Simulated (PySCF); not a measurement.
A calculated (TPSSh, PySCF 2.14, dyall-av3z, the spin-free X2C one-electron Hamiltonian (Gaussian nucleus)) atom or ion has these occupied shells.

```json
{"shell": "1s α", "electrons": "1", "orbital energy (eV)": "-1526.2", "rms radius, mean of both spins (bohr)": "0.139"}
{"shell": "1s β", "electrons": "1", "orbital energy (eV)": "-1525.9", "rms radius, mean of both spins (bohr)": "0.139"}
{"shell": "2s α", "electrons": "1", "orbital energy (eV)": "-113.32", "rms radius, mean of both spins (bohr)": "0.682"}
{"shell": "2s β", "electrons": "1", "orbital energy (eV)": "-112.97", "rms radius, mean of both spins (bohr)": "0.682"}
{"shell": "2p α", "electrons": "3", "orbital energy (eV)": "-73.203", "rms radius, mean of both spins (bohr)": "0.678"}
{"shell": "2p β", "electrons": "3", "orbital energy (eV)": "-72.831", "rms radius, mean of both spins (bohr)": "0.678"}
{"shell": "3s α", "electrons": "1", "orbital energy (eV)": "-9.762", "rms radius, mean of both spins (bohr)": "2.67"}
{"shell": "3p α", "electrons": "2", "orbital energy (eV)": "-4.239", "rms radius, mean of both spins (bohr)": "3.42"}
```

Question: Name the element and its charge.

Answer: Al (aluminium, neutral), in [Ne] 3s1 3p2, high-spin 4P determinant (an excited configuration).
